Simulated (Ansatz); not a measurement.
Reaction (germylene formation by 1,1-elimination): `[CH3][GeH]([F])[InH2]` → `[CH3][Ge][F]` + `[InH3]`

Isolated molecules relaxed with PBE0-D4/def2-TZVP in Ansatz; ΔE leaves out vibrations. CCSD(T)/CBS is the MP2 limit (def2-TZVPP, def2-QZVPP) plus CCSD(T) − MP2 in def2-TZVPP, frozen cores. Functionals use def2-TZVPP. Elements past krypton have def2 core potentials. For Ge, In outer-core shells are correlated without core-valence functions, which leaves a few kJ/mol of doubt a bond. Scalar relativity is left out up to krypton.

`[CH3][GeH]([F])[InH2]`:

Cartesian coordinates in Å:
```
C 1.224 0.808 -0.935
Ge -0.555 0.131 -0.510
F -0.802 -1.222 -1.617
In -0.907 -0.975 1.845
H 1.272 1.055 -1.997
H 1.436 1.708 -0.354
H 1.981 0.056 -0.709
H -1.621 1.164 -0.951
H -2.194 -0.489 2.891
H 0.166 -2.235 2.337
```

`[CH3][Ge][F]`:

Cartesian coordinates in Å:
```
C -0.458 -0.326 0.158
Ge 1.206 0.610 0.686
F 1.567 1.211 -0.935
H -0.951 -0.821 0.997
H -0.219 -1.069 -0.611
H -1.145 0.396 -0.295
```

`[InH3]`:

Cartesian coordinates in Å:
```
In 0.000 0.000 0.000
H 0.226 -0.399 -1.662
H 0.696 -0.991 1.227
H -0.922 1.390 0.435
```

| level | ΔE (kcal/mol) |
| --- | --- |
| PBE | 33.0 |
| CAM-B3LYP | 32.0 |

What does CCSD(T)/CBS give? (An estimate is asked.)

The calculation gave: +36.1 kcal/mol. The listed levels differ from it by -3.1, -4.1 kcal/mol.

Largest T1 diagnostic among the species: 0.014.

From BLYP to BHLYP (50 % exact exchange), in def2-TZVPP and without D4, ΔE moves by +7.5 kcal/mol. In def2-TZVPP, CCSD(T) changes the Hartree–Fock value by +5.1 kcal/mol (the triples alone add +0.5 kcal/mol) and MP2 by +8.2 kcal/mol. The D4 term adds +2.5 kcal/mol with B3LYP and +1.4 kcal/mol with PBE0; it sums over pairs of atoms, weighted by their polarisabilities, and B3LYP, whose exchange is more repulsive, gets the larger term.

CCSD(T)/CBS has its own doubt, a few kJ/mol and more with outer-core shells, so smaller differences from it don't rank the levels.

B3LYP here is the variant with VWN-RPA as its local correlation; programs differ in this.
